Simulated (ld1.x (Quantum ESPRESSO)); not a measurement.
**What one change does to a pseudopotential (lead (Pb), TM)**

ld1.x (Quantum ESPRESSO) 7.5 input, shortened:

```
&input
   title='Pb', zed=82., rel=2, dft='PZ', iswitch=3,
   config='[Xe] 4f14 5d10 6s2 6p0', rel_dist='average'
 /
 &inputp
   pseudotype=2, tm=.true., lloc=1,
   nlcc=.true.
 /
3
6S  1  0   2.00   0.00  1.90  1.90  0.0
5D  3  2  10.00   0.00  1.65  1.65  0.0
6P  2  1   0.00   0.00  1.85  1.85  0.0
 &test
   configts(1)='5d10 6s2 6p0'
 /
```

Open shells are filled in proportion to 2j + 1 (rel_dist='average').

Change: wave 6s (bound): rc 1.90 bohr becomes 6s (bound): rc 2.60 bohr.

Cutoffs: the cutoffs (Ry, on a coarse ladder) from which the occupation-weighted sum of valence levels, in a spherical-Bessel basis at the reference potential, stays within 10 and 1 mRy of its value at 400 Ry; they do not see the model core or the augmentation charge, which bear on the density cutoff. Errors are all-electron minus pseudo energies relative to the spin-unpolarised reference configuration.

Q: How do hardness, ghosts and transferability respond?

A: The potential gets neither clearly harder nor softer (55 Ry and 90 Ry → 55 Ry and 90 Ry); both files keep a bound ghost (s); of the 7 tests that both files solve, the error grows in 2 and shrinks in 0 by more than 15 % and 0.3 meV (median size 408.7 → 409.0 meV).

| quantity | base | changed |
| --- | --- | --- |
| cutoff, loose | 55 Ry | 55 Ry |
| cutoff, tight | 90 Ry | 90 Ry |
| loose cutoff by channel (10 mRy a level) | s 18 Ry, d 50 Ry | s 15 Ry, d 50 Ry |
| bound ghosts | s | s |
| error for 5d10 6s2 6p2, meV [ΔE -20.88 eV] | -409 | -409 |
| error for 5d10 6s2 6p1, meV [ΔE -13.92 eV] | -253 | -253 |
| error for 5d10 6s1 6p0, meV [ΔE 32.87 eV] | -12 | -22 |
| error for 5d10 6s0 6p0, meV [ΔE 76.05 eV] | -56 | -109 |
| error for 5d9 6s2 6p3, meV [ΔE -1.87 eV] | -1067 | -1071 |
| error for 5d9 6s2 6p2, meV [ΔE 6.34 eV] | -870 | -867 |
| error for 5d10 6s0 6p4, meV [ΔE -3.22 eV] | -1042 | -1077 |

Base: These tests converged, but a pseudo level misses the all-electron one widely, so the file describes the atom poorly there or has found another state: 5d10 6s2 6p2: 6p by 1.1 eV; 5d9 6s2 6p3: 6p by 1.4 eV; 5d10 6s0 6p4: 6p by 1.3 eV. Changed file: These tests converged, but a pseudo level misses the all-electron one widely, so the file describes the atom poorly there or has found another state: 5d10 6s2 6p2: 6p by 1.1 eV; 5d9 6s2 6p3: 6p by 1.4 eV; 5d10 6s0 6p4: 6p by 1.3 eV. A true bound ghost makes a file unfit for plane-wave use even where its test errors are small: the radial tests pick states by their node count and pass the ghost by.
